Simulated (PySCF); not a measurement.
Work out the structure from these simulated measurements.

Formula: C6H7OP3.

| Quantity | Value |
| --- | --- |
| NMR, other nuclei | isotropic shieldings of nuclei other than C and H, by class: -304 (1 O), 19 (1 P), 34 (1 P), 43 (1 P) ppm [GIAO PBE0/pcSseg-1] |
| 13C NMR | chemical shifts (computed TMS as zero) by class: 218.3 (1 C), 204.4 (1 C), 202.3 (1 C), 188.0 (1 C), 33.3 (1 C), 29.9 (1 C) ppm [GIAO PBE0/pcSseg-1] |
| Rotational structure | rotational constants A, B, C: 1.451, 0.689, 0.470 GHz [GFN2-xTB] |
| 1H NMR | chemical shifts (computed TMS as zero) by class: 11.05 (1 H), 3.61 (3 H), 2.96 (3 H) ppm [GIAO PBE0/pcSseg-1] |
| Dipole | 2.36 D [PBE0/pcSseg-1] |

Electronic properties: PySCF, gas phase, density fitting. Levels stand in brackets. Geometry: GFN2-xTB, one conformer, isolated molecule. Each NMR value is the plain mean over a class of atoms that symmetry, rotation or inversion makes alike.

Task: What is the compound? Reason from the data.

Result: Numbering: `[CH3:1][C:2](=[O:3])[c:4]1[p:5][cH:6][p:7][c:8]([CH3:9])[p:10]1`. 6 carbons fall into 6 classes; from least to most shielded: substituted aromatic carbon [C8] (218.3 ppm), ketone carbonyl carbon [C2] (204.4 ppm), substituted aromatic carbon [C4] (202.3 ppm), aromatic CH carbon [C6] (188.0 ppm), benzylic-type carbon [C9] (33.3 ppm), methyl carbon next to a carbonyl [C1] (29.9 ppm). Hydrogen classes from least to most shielded: 1 H on an aromatic CH carbon, C6 (11.05 ppm), 3 H on a benzylic-type carbon, C9 (3.61 ppm), 3 H on a methyl carbon next to a carbonyl, C1 (2.96 ppm, a mean of values up to 0.7 ppm apart in this geometry). The other shieldings belong to: -304 ppm, ketone oxygen [O3]; 19 ppm, phosphorus bonded to 2 C [P10]; 34 ppm, phosphorus bonded to 2 C [P7]; 43 ppm, phosphorus bonded to 2 C [P5]. By its constants the optimised geometry is an asymmetric top. Structure: `C(=O)(c1pcpc(p1)C)C`. The assignments are read from this structure; whether some other isomer fits the data as well wasn't checked.

Shape of the structure used: `[CH3:1][C:2](=[O:3])[c:4]1[p:5][cH:6][p:7][c:8]([CH3:9])[p:10]1`: C1–C2–C4–P5 1°.
